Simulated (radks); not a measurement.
Initial-state core-level shifts of neutral gold when its valence configuration changes from [Xe] 4f14 5d10 6s1. All-electron calculation, Dirac Kohn-Sham, PBEsol, spin-unpolarised, spherical densities, point nucleus; open shells are shared between the two j in proportion to 2j + 1. Program: a radial shooting solver on a logarithmic mesh with Libxc functionals. Shifts are changes of the shell-averaged eigenvalues in eV (positive: less bound).

valence                     3p       4d       5s       5p
4f12 5d10 6s1 6p2      -41.977  -34.780  -18.315  -15.702
4f13 5d10 6s1 6p1      -20.478  -17.086   -9.074   -7.791
4f12 5d10 6s0.5 6p2.5  -42.828  -35.634  -19.171  -16.557
4f13 5d10 6s2          -18.340  -14.942   -6.909   -5.614
4f11 5d10 6s1.5 6p2.5  -63.697  -52.268  -26.931  -22.962
4f12 5d8 6s0.5 6p4.5   -53.912  -46.548  -29.349  -26.175
4f11 5d10 6s0.5 6p3.5  -65.326  -53.899  -28.557  -24.578
4f14 5d9 6s2            -3.042   -3.028   -2.901   -2.734
4f14 5d9.5 6s1.5        -1.481   -1.475   -1.418   -1.338
